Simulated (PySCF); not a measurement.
C8H7OP.
Atom-mapped SMILES: `[O:1]=[P@@H:2]1[CH:3]=[CH:4][c:5]2[cH:6][cH:7][cH:8][cH:9][c:10]21`

Geometry (PBE0-D3(BJ)/def2-SVP, Å), atoms numbered from 1 in this order:
```
atom  x, y, z in Å
O1    -2.026   -2.540   -0.867
P2    -1.771   -1.317   -0.051
C3    -2.426    0.306   -0.540
C4    -1.453    1.234   -0.511
C5    -0.113    0.738   -0.152
C6     1.065    1.478   -0.065
C7     2.260    0.822    0.246
C8     2.282   -0.554    0.467
C9     1.099   -1.299    0.396
C10   -0.086   -0.647    0.098
H11   -2.192   -1.418    1.313
H12   -3.468    0.499   -0.798
H13   -1.613    2.292   -0.741
H14    1.055    2.556   -0.245
H15    3.188    1.395    0.309
H16    3.227   -1.054    0.692
H17    1.112   -2.379    0.563
```

NICS is the negative of the GIAO shielding at a point without a nucleus: at the ring centre (0) and 1 Å above and below it (1); zz is the component along the ring normal. Level: GIAO PBE/pcSseg-1 (PySCF, non-relativistic, gas phase) on the PBE0-D3(BJ)/def2-SVP geometry, one conformer.

Rings: 1. P2–C3–C4–C5–C10; 2. C5–C6–C7–C8–C9–C10.

```
set  NICS(0)  NICS(1), two faces  NICS(1)zz, two faces
  P     -7.2       -10.2 / -10.1         -24.6 / -24.3
  Q      2.0         -0.7 / -2.0             5.1 / 4.6
```

Problem. Which set (ppm) belongs to which ring?

Solution. P = 2, Q = 1.
- 1 (5-membered ring with P; formal bonds 1 aromatic, 1 double, 3 single): mean NICS(1)zz 4.9 ppm, deshielded. P2 has four or more neighbours, and the NICS criterion for π rings isn't applied.
- 2 (6-membered carbocycle; formal bonds all aromatic): mean NICS(1)zz -24.5 ppm, shielded, aromatic by this magnetic criterion (flat ring, no four-coordinate atom), though in fused rings the probe also feels the neighbouring ring.

Problem. How do the rings differ in shape?

Solution. 
| ring | bond lengths (Å) | rms pucker (Å) | HOMA | nearest outside atom to a NICS(1) probe (Å) |
| --- | --- | --- | --- | --- |
| 1 | 1.817, 1.345, 1.473, 1.408, 1.819 | 0.02 | – | hydrogen 1.96 |
| 2 | 1.393, 1.398, 1.394, 1.400, 1.386, 1.408 | 0.01 | 0.97 | hydrogen 2.67 |

HOMA = 1 − mean of α(R − Ropt)² over the ring bonds, with Krygowski's 1993 parameters (CC: Ropt 1.388 Å, α 257.7 Å⁻²). A dash marks a ring with a four-coordinate atom, a triple bond, no multiple bond or a kind of bond without parameters.
